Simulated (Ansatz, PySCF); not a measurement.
System: BNH₃, net charge 0, doublet state. SMILES: N[BH]
Coordinates optimised at B3LYP-D3(BJ)/def2-TZVP (Ansatz, a program for electronic structure):
```xyz
5

B     -0.8557    -0.0049    -0.0224
N      0.5158    -0.1008     0.0086
H     -1.4780     1.0104     0.0090
H      1.1355     0.6983     0.0620
H      1.0102    -0.9785    -0.0196
```
Charge 0, spin multiplicity 2.

Unscaled harmonic wavenumbers (cm⁻¹) in rising order, each level at the stationary point that it reaches from this structure (no distance between atoms moves by over 0.3 Å); the order of modes can differ between levels, and a negative number is imaginary. B3LYP-D3(BJ)/def2-TZVP (PySCF, at the structure above): 616, 751, 832, 1067, 1332, 1624, 2626, 3500, 3615.

HF/3-21G (Ansatz): 818, 827, 893, 1184, 1380, 1816, 2746, 3700, 3799. Zero-point energy 24.5 against 22.8 kcal/mol; where all levels lie over 400 cm⁻¹, the wavenumbers are on average 1.103 times those of B3LYP-D3(BJ)/def2-TZVP.

B3LYP/6-31G* (Ansatz): 573, 747, 840, 1075, 1333, 1649, 2647, 3506, 3621. Zero-point energy 22.9 against 22.8 kcal/mol; where all levels lie over 400 cm⁻¹, the wavenumbers are on average 0.997 times those of B3LYP-D3(BJ)/def2-TZVP.
